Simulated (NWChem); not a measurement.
CH$_{4}$STe; SMILES CS[TeH]

```xyz
7

Te    -0.0006     0.8556     0.0232
H      0.1714     1.0170    -1.6346
S     -0.6659    -1.4550    -0.0037
C      0.9113    -2.3539     0.0235
H      1.4892    -2.1865    -0.8957
H      0.6397    -3.4194     0.0852
H      1.5147    -2.0885     0.9020
```
Atoms are numbered in this order, from 1.

Level: PBE0/def2-SVP with def2 effective core potentials on Te (NWChem), optimised geometry, unscaled harmonic frequencies. def2 effective core potentials on Te; no spin-orbit coupling.

### Question
List the harmonic frequencies with IR intensities, and the thermochemistry.

### Answer
| frequency (cm⁻¹) | IR intensity (km/mol) |
|---|---|
| 159 | 0.5 |
| 194 | 0.3 |
| 242 | 0.4 |
| 360 | 3.0 |
| 646 | 12.8 |
| 720 | 3.8 |
| 962 | 7.8 |
| 964 | 9.1 |
| 1326 | 4.9 |
| 1432 | 12.5 |
| 1449 | 12.0 |
| 2090 | 71.6 |
| 3061 | 14.0 |
| 3173 | 1.6 |
| 3190 | 2.7 |

```yaml
zero_point_energy: 28.5 kcal/mol
thermal correction to the enthalpy at 298.15 K (with zero-point energy): 32.4 kcal/mol
heat capacity Cv: 15.9 cal/(mol K)
entropy at 298.15 K and 1 atm (symmetry number 1): 76.1 cal/(mol K)
```

Rigid rotor and harmonic oscillator.
